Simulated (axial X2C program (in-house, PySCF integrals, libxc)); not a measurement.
Outer orbitals of CoH at 1.503 Å, PBE0

Calculated with an axial X2C code built on PySCF integrals. Spin-free means the one-electron spin-free X2C Hamiltonian; two-component (2c) means X2C with spin–orbit coupling and atomic mean-field two-electron Coulomb and Gaunt terms, so the difference of the two also holds small scalar two-electron terms. Basis: Co dyall-cv3z [9s10p6d3f2g], H dyall-v3z [6s2p1d] (cores contracted in-house); Gaussian nuclei, density fitting, unrestricted open shells. Masses: Co 58.933 u, H 1.008 u.

The distance is close to the 2c PBE0 minimum; the highest filled and lowest empty levels are listed.

Spin-free orbitals, state M_S = 1, Λ = 2 (beyond evenly filled blocks: σα, δ+α, δ+β, δ-α) (Löwdin shares):

| symmetry | occupied | ε (eV) | atomic character |
| --- | --- | --- | --- |
| σα | yes | -8.65 | 57% Co d, 32% H s, 8% Co s |
| σβ | yes | -7.98 | 59% H s, 22% Co s, 11% Co d |
| δ-α | yes | -7.06 | 100% Co d |
| δ+α | yes | -7.06 | 100% Co d |
| π+α | yes | -6.56 | 98% Co d |
| π-α | yes | -6.56 | 98% Co d |
| σα | yes | -6.29 | 43% Co s, 34% Co d, 22% H s |
| π+β | yes | -5.59 | 98% Co d |
| π-β | yes | -5.38 | 98% Co d |
| δ+β | yes | -4.99 | 100% Co d |
| σβ | no | -1.89 | 54% Co s, 34% Co p, 7% Co d |
| σα | no | -1.80 | 58% Co p, 25% Co s, 10% H s |
| π+α | no | -0.30 | 98% Co p |
| π-α | no | -0.30 | 98% Co p |

The lowest two-component determinant found has another configuration (Ω = 4 (⟨Sz⟩ = 1.00, ⟨Lz⟩ = 3.00 at PBE0)), so the levels differ by more than spin–orbit coupling. Its spinors:

| ω | occupied | ε (eV) | atomic character | λ mixture |
| --- | --- | --- | --- | --- |
| 1/2 | yes | -9.47 | 55% Co d, 33% H s, 8% Co s | 100% σ |
| -1/2 | yes | -8.77 | 50% H s, 29% Co d, 15% Co s | 97% σ, 3% π |
| -3/2 | yes | -8.53 | 100% Co d | 100% δ |
| -1/2 | yes | -8.49 | 96% Co d | 97% π, 3% σ |
| 3/2 | yes | -8.43 | 99% Co d | 100% π |
| 5/2 | yes | -8.39 | 100% Co d | 100% δ |
| 1/2 | yes | -6.66 | 40% Co d, 35% Co s, 23% H s | 98% σ, 2% π |
| 3/2 | yes | -6.46 | 100% Co d | 100% δ |
| 1/2 | yes | -6.16 | 97% Co d | 98% π, 2% σ |
| -1/2 | yes | -5.42 | 53% Co d, 39% Co s, 7% H s | 100% σ |
| 1/2 | no | -2.12 | 55% Co p, 31% Co s, 9% H s | 100% σ |
| -1/2 | no | -1.77 | 56% Co p, 20% Co s, 15% Co d | 100% σ |
| -3/2 | no | -0.88 | 95% Co d, 3% Co p | 100% π |
| -5/2 | no | -0.72 | 100% Co d | 100% δ |

Problem. How does the gap between the highest filled and lowest empty level change from the spin-free to the 2c table?

Solution. From 3.10 to 3.30 eV at PBE0, a change of 0.20 eV.

Mulliken charges and populations of the two-component result (they depend on the basis, above all on diffuse functions):

Co 0.21 e (s 7.05 p 12.05 d 7.69), H -0.21 e (s 1.19 p 0.02). ⟨Lz⟩ = 3.00 ħ and ⟨Sz⟩ = 1.00 ħ (1.02 and -0.02 on the two atoms), which add up to Ω.

Occupations by symmetry block were frozen at the best pattern of an incomplete PBE0 search. Density functionals use the spin component along the axis (collinear). PBE0 can misorder states that lie within some tenths of an eV, so this need not be the ground state of the molecule. The nearest other spin-free determinant of the search, M_S = 1, Λ = 3, lies 0.011 eV up at the distance of the search. The functionals have no current-density term, which raises determinants with orbital currents, atoms included. With several unpaired electrons one determinant need not be a pure state. A state of lower Ω lies just above, and one determinant can place such states too high, so the state shown need not be the lowest. The search has Ω = 3 only 0.02 eV up.
